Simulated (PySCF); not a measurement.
## Badger's rule along the second period: bonds to Se

r²SCAN in PySCF with def2-SVP on every atom, for the lowest determinant that a PBE0 search found; no spin–orbit coupling. Badger's rule says that Re = d + c·k^(−1/3) for bonds between atoms of fixed rows.

| molecule | state (unpaired electrons) | Re (Å) | k (mdyn/Å) |
| --- | --- | --- | --- |
| SeO | triplet (π ↑↑) | 1.655 | 6.62 |
| CSe | singlet (closed shell) | 1.680 | ? |
| SeF | doublet (π ↑) | 1.761 | ? |
| BeSe | singlet (closed shell) | 1.882 | ? |
| LiSe | doublet (π ↑) | 2.284 | 0.993 |

Problem. Fix c and d from SeO and LiSe.

Solution. c = (2.284 − 1.655)/(0.993^(−1/3) − 6.62^(−1/3)) = 1.339, d = 1.655 − c·6.62^(−1/3) = 0.942 Å.

Problem. Predict k of the others and set the computed values beside them.

Solution. 

| molecule | k by the rule | k computed | difference (%) |
| --- | --- | --- | --- |
| CSe | 5.97 | 7.03 | -15 |
| SeF | 4.37 | 4.30 | 2 |
| BeSe | 2.89 | 3.50 | -17 |

The rule misses by 11 % on average; it knows nothing of spin state or of how ionic a bond is, and both change along this series.

Spin–orbit coupling is left out. States were picked by a PBE0 search and need not be the measured ground states.
